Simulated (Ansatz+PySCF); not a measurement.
## triplet NiO: levels of theory in one basis

```yaml
atoms:
  - { symbol: Ni, position_ang: [0.0000, 0.0000, 0.0000] }
  - { symbol: O, position_ang: [0.0000, 0.0000, 1.6921] }
```

Basis set: def2-SVP (spherical functions). Frozen core: 6 orbitals. Correlation on ROHF uses semicanonical orbitals with singles. Charge 0, multiplicity 3.

Computed with Ansatz (development build ahead of 0.2.0); each method stands on the lowest determinant of its kind that the runs found.

| method | E − E(ROHF) (eV) | <S²> of the determinant |
| --- | --- | --- |
| ROHF | 0.00 | 2.00 |
| UHF | -1.87 | 3.01 |
| UHF-MP2 | -13.47 | 3.01 |

Q: What does ROHF-MP2 give on the same scale?

A: -14.57 eV.

Q: Is a single determinant a sound starting point here?

A: It is doubtful. Unrestricted orbitals lower Hartree–Fock by 1.87 eV and <S²> is 3.01 where a pure state has 2.00, a sign of strong static correlation.

Caution: another spin multiplicity may lie lower. Caution for ROHF, ROHF-MP2: an unrestricted determinant lies well below. Caution for UHF, UHF-MP2: the unrestricted determinant is a mixture of spin states.
